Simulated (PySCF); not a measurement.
## Electric field gradients and quadrupole coupling constants

C₆H₁₀F₂O.
Structure used (GFN2-xTB), in Å, numbered top down from 1:
```
atom  x, y, z in Å
F1     3.1214   -0.6993   -0.6290
C2     2.4033    0.2046    0.0830
F3     2.5310    1.3796   -0.5702
C4     0.9433   -0.2431    0.1838
C5     0.1928   -0.0466   -1.1364
C6    -1.2688   -0.4430   -0.9447
C7    -1.8459    0.3524    0.2244
C8    -0.9802    0.1303    1.4635
O9     0.3686    0.4922    1.2403
H10    2.8669    0.3154    1.0740
H11    0.9566   -1.3181    0.4432
H12    0.6682   -0.6481   -1.9125
H13    0.2550    1.0060   -1.4192
H14   -1.8336   -0.2476   -1.8570
H15   -1.3330   -1.5125   -0.7278
H16   -1.8455    1.4154   -0.0222
H17   -2.8696    0.0442    0.4376
H18   -1.0300   -0.9274    1.7665
H19   -1.3103    0.7549    2.2953
```

Field gradients from the PBE0/pcSseg-1 density (PySCF, non-relativistic), principal values in atomic units, ordered |Vxx| ≤ |Vyy| ≤ |Vzz|:

```
atom     Vxx     Vyy      Vzz
  O9  0.0582  1.9476  -2.0059
```

Find the asymmetry η = (Vxx − Vyy)/Vzz and the couplings χ = eQV/h (234.96 MHz × Q in barn × V in au), with Q(17O) = −0.0256 b.

```json
{"atom": "O9", "environment": "cyclic ether oxygen", "nucleus": "17O", "η": "0.94", "χzz (MHz)": "12.07", "χxx (MHz)": "-0.35", "χyy (MHz)": "-11.72"}
```

At O9 η is above 0.9: Vyy and Vzz are nearly equal in size and opposite in sign, so a small change could swap them and flip the sign of χzz. 

What is Vzz at O9 in SI units (1 au = 9.71736 × 10²¹ V/m²)?

-2.0059 au = -19.492 × 10²¹ V/m².

What couplings would deuterons (Q(2H) = 0.00286 b) have in place of the hydrogens, at this geometry?

```json
{"atom": "H10", "bonded to": "C2", "bond length (Å)": "1.100", "Vzz (au)": "0.2700", "η": "0.04", "χzz (kHz)": "181"}
{"atom": "H11", "bonded to": "C4", "bond length (Å)": "1.106", "Vzz (au)": "0.2680", "η": "0.05", "χzz (kHz)": "180"}
{"atom": "H12", "bonded to": "C5", "bond length (Å)": "1.091", "Vzz (au)": "0.3045", "η": "0.02", "χzz (kHz)": "205"}
{"atom": "H13", "bonded to": "C5", "bond length (Å)": "1.092", "Vzz (au)": "0.2999", "η": "0.02", "χzz (kHz)": "202"}
{"atom": "H14", "bonded to": "C6", "bond length (Å)": "1.091", "Vzz (au)": "0.3073", "η": "0.01", "χzz (kHz)": "207"}
{"atom": "H15", "bonded to": "C6", "bond length (Å)": "1.093", "Vzz (au)": "0.3013", "η": "0.01", "χzz (kHz)": "202"}
{"atom": "H16", "bonded to": "C7", "bond length (Å)": "1.091", "Vzz (au)": "0.3037", "η": "0.02", "χzz (kHz)": "204"}
{"atom": "H17", "bonded to": "C7", "bond length (Å)": "1.090", "Vzz (au)": "0.3085", "η": "0.02", "χzz (kHz)": "207"}
{"atom": "H18", "bonded to": "C8", "bond length (Å)": "1.101", "Vzz (au)": "0.2803", "η": "0.07", "χzz (kHz)": "188"}
{"atom": "H19", "bonded to": "C8", "bond length (Å)": "1.091", "Vzz (au)": "0.2985", "η": "0.06", "χzz (kHz)": "201"}
```

The structure is a single GFN2-xTB conformer in the gas phase; no vibrational or solvent corrections. GFN2-xTB bond lengths can be off by several hundredths of an ångström, more for odd bonds, and the gradients follow them. With a basis this small, the couplings can be 20 % off.
